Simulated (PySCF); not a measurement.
Si(F)2(SH)2, SMILES F[Si](F)(S)S, singlet (CAM-B3LYP/def2-SVP optimised geometry):

```
7

F     -1.263    -1.484     1.281
Si    -0.643    -0.742     0.000
F     -1.045    -1.621    -1.281
S     -1.550     1.164     0.000
S      1.469    -0.742     0.000
H     -0.780     1.621    -1.010
H      1.550     0.157     1.003
```

Calculation: CAM-B3LYP/def2-TZVP (PySCF).

Question: What are the frontier orbital energies and the dipole moment?

Answer: HOMO-2 -11.02 eV, HOMO-1 -9.86 eV, HOMO -9.47 eV, LUMO 0.76 eV, LUMO+1 1.17 eV; dipole moment 2.33 D.

On the same geometry PBE/def2-TZVP in PySCF 2.14.0 gives HOMO-2 -8.38 eV, HOMO-1 -7.21 eV, HOMO -6.87 eV, LUMO -1.29 eV, LUMO+1 -0.82 eV; dipole moment 2.20 D.

Meta-Löwdin charges at CAM-B3LYP/def2-TZVP: F1 -0.49, Si2 1.30, F3 -0.49, S4 -0.27, S5 -0.27, H6 0.12, H7 0.12.
